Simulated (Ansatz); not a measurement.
`[OH][Ti]([Cl])([Cl])[Cl]` + HI → `[Cl][Ti]([Cl])([Cl])[I]` + H₂O at 400 K and 1 bar (ligand exchange at a Ti–O bond).

Program: Ansatz. Geometries: PBE0-D4/def2-TZVP. ΔE: electronic, gas phase. CBS: MP2 limit from def2 TZ/QZ plus the TZ coupled-cluster correction, frozen cores. This one scheme is used for every species. Elements past krypton have def2 core potentials. For I, Ti outer-core shells are correlated without core-valence functions, which leaves a few kJ/mol of doubt a bond. Scalar relativity is left out up to krypton. Each species was taken in one conformer, which may not be the lowest.

```csv
species,CCSD(T)/CBS energy (Eh),H − E (kJ/mol),S (J/(mol·K))
`[OH][Ti]([Cl])([Cl])[Cl]`,-2304.28409,78.6,417.3
HI,-298.03592,25.7,215.0
`[Cl][Ti]([Cl])([Cl])[I]`,-2525.94918,46.2,413.7
H₂O,-76.37941,69.8,198.6
```

H − E and S are ideal-gas, rigid-rotor, harmonic terms from PBE0-D4/def2-TZVP, for one conformer and one mirror image of each species. 1 Eh = 2625.50 kJ/mol, R = 8.31446 J/(mol·K).

By hand: ΔE, ΔH, ΔS and ΔG.

ΔE = (-2525.94918) + (-76.37941) − (-2304.28409) − (-298.03592) = -0.00858 Eh = -22.5 kJ/mol. Δ(H − E) = 46.2 + 69.8 − 78.6 − 25.7 = 11.7, so ΔH = -10.8 kJ/mol. ΔS = 413.7 + 198.6 − 417.3 − 215.0 = -20.0 J/(mol·K). ΔG = -10.8 − 400 × (-20.0)/1000 = -2.8 kJ/mol.

By hand: the equilibrium constant, and the temperature at which ΔG would vanish if ΔH and ΔS stayed fixed.

log₁₀ K = −ΔG/(RT ln 10) = 0.4. ΔG = 0 at ΔH/ΔS = 540 K.

TΔS isn't small against ΔH here. The sign of ΔG lies within the doubt. A doubt of 5 kJ/mol in ΔE shifts log₁₀ K by 0.7 here. Other conformers and mirror images would add mixing entropy, several J/(mol·K) or more a flexible species. These are equilibria of isolated gas molecules and say nothing of rates. Largest T1 diagnostic: 0.024 (customary marks: 0.02 for closed shells, 0.045 for open ones).
